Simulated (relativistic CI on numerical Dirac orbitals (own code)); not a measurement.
**Lu²⁺: resonant inelastic scattering at the O2,3 edge**

Computed with this model: Dirac-Coulomb-Breit CI, KLI orbitals optimised for each configuration, a model potential for QED, Kramers-Heisenberg scattering through one core-hole configuration in a parametric crystal field, unscaled Slater integrals; configurations [Xe] 4f14 5d → [Kr] 4d10 4f14 5s2 5p5 5d2; 10 K; core-hole width 1 eV; summed over polarisations. Incident energies are the highest absorption maxima for each field (at most a few, so the weaker spin-orbit partner edge can be absent), on the computed scale of the free ion. Intensities are in per cent of the strongest line above 0.02 eV; levels within 1 cm⁻¹ are merged; final levels count from the ground level, the first row holds all elastic scattering, lines under 0.4 are left out and each table stops after 24 rows. The scale of the Slater integrals is a model choice and moves the terms in proportion. The configuration is assumed, with all valence electrons in the open shell; the free ion's ground configuration is another.

Field parameters in Wybourne normalisation: D4h B²₀ = −7Ds, B⁴₀ = 21(Dq − Dt), B⁴₄ = 21√(5/14) Dq. The field is a parameter set, without covalency.

S is read from ⟨S²⟩ = S(S + 1).

D4h, 10Dq = 30850, Ds = -1500, Dt = 730 cm⁻¹:

| Final level (eV) | Degeneracy | Irrep | S | 36 eV | 39.5 eV | 41.1 eV |
| --- | --- | --- | --- | --- | --- | --- |
| 0.000 | 2 | Γ7 | 0.50 | 110.8 | 174.7 | 977.1 |
| 0.961 | 2 | Γ6 | 0.50 | 21.0 | 23.9 | 100.0 |
| 1.074 | 2 | Γ7 | 0.50 | 20.6 | 18.7 | 87.4 |
| 3.838 | 2 | Γ7 | 0.50 | 8.2 | 46.8 | 58.8 |
| 4.130 | 2 | Γ6 | 0.50 | 4.8 | 29.0 | 40.3 |

D4h, 10Dq = 30850, Ds = -860, Dt = 730 cm⁻¹:

```csv
Final level (eV),Degeneracy,Irrep,S,35.9 eV,39.3 eV,41.1 eV
0.000,2,Γ7,0.50,98.2,129.7,833.6
0.725,2,Γ6,0.50,18.0,19.0,99.3
0.839,2,Γ7,0.50,16.8,13.7,100.0
3.814,2,Γ6,0.50,3.5,21.6,27.2
3.839,2,Γ7,0.50,6.4,38.8,47.7
```

For the first field the strongest loss at the lowest incident energy is the level at 0.96 eV (S = 0.50, against 0.50 in the thermal ground state).
